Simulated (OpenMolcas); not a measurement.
# Fe3+: ligand-field states by method

Fe3+ with 6 ligands (oxide) in octahedral coordination (Oh) at 2.02 Å. A charge of +1.5 e stands 2.4 Å behind each ligand. Ligand basis ANO-RCC-VDZP.

* Program: OpenMolcas 26.06
* Basis: ANO-RCC-VTZP [6s5p3d2f1g]
* Scalar Hamiltonian: DKH2, point nucleus
* Active space: 5 electrons in 5 orbitals (3d)
* State averaging: 2S+1 = 6 even, 1 root; 2S+1 = 4 even, 24 roots; 2S+1 = 2 even, 75 roots
* Spin-orbit coupling: RASSI with atomic mean-field integrals over the reference wave functions

I. CASSCF
II. SS-CASPT2, IPEA 0.25 Eh, imaginary shift 0.1 Eh (closed shells correlated: 3s 3p and the ligand valence shells)

Spin-free states (labels of O, the rotations of Oh) in cm-1, each column counted from its own energy of the first state listed:

```
State  Degeneracy      I     II
  6A1           1      0      0
  4T1           3  28070  19010
  4T2           3  32768  21510
  4A1           1  33891  25030
   4E           2  34199  24680
  2T2           3  38604  22140
  4T2           3  40945  28480
   4E           2  42207  30330
  2T1           3  43443  28700
  2A2           1  43907  28040
  4T1           3  45339  38320
  2T2           3  45510  30220
   2E           2  47170  31480
  2A1           1  48064  34270
  2T2           3  51325  35470
   2E           2  52491  35290
  2T1           3  53402  35190
  4A2           1  54882  38290
  2T2           3  56405  38840
  2T1           3  58447  41830
```

From I to II, I's first state of another spin (4T1) moves from 28070 to 19010 cm-1, by about -9100 cm-1.

I: A least-squares ligand-field fit to the states below 45000 cm-1, each weighted by its degeneracy and with a free common offset, gives 10Dq = 8414 cm-1, B = 1234 cm-1 and C = 4317 cm-1 (C/B = 3.50), with an rms deviation of 214 cm-1. The same method and metal basis give the free ion B = 1296 cm-1 (fit to its terms below 60000 cm-1, rms deviation 21 cm-1), so the nephelauxetic ratio is β = 1234 / 1296 = 0.95; it hangs on how both fits weigh the states, and computed free-ion B values tend to be too large, so β mixes covalency with correlation.

χT at 300 K: I 4.39, II 4.38 cm3 K/mol.

Roots that are degenerate in the reference are averaged as groups; the widest CASPT2 spread within a group is 200 cm-1 (the 2-fold group of multiplicity 2 near 59600 cm-1 above the lowest state of its run, II). Shifts and gaps below about the spread of the groups concerned are not significant. Over all roots computed the reference weight is 0.51 to 0.58 in II; the roots of lowest weight are the least certain, and an intruder state may touch them. The oxide ions are held by bare point charges, a crude embedding. Ligand-to-metal charge-transfer states are missing. With no ligand orbital active B as a rule stays too high, so bands that hang on it stand too high and its fall with covalency is understated. Without dynamic correlation the repulsion within the d shell is too large (B by tens of per cent), so at a given field states of lower spin stand too high (holds for I). With metal d orbitals alone and no dynamic correlation the field as a rule comes out too small, by tens of per cent, by up to half for chloride and softer ligands (holds for I). These CASPT2 states fit no ligand-field parameters well, so their order and spin gaps are uncertain (holds for II). With one d shell and no ligand orbital active, 10Dq can be off by a tenth or more (holds for II). No measured value stands beside these numbers; the geometry was imposed, not optimised, and the real ion may take another.
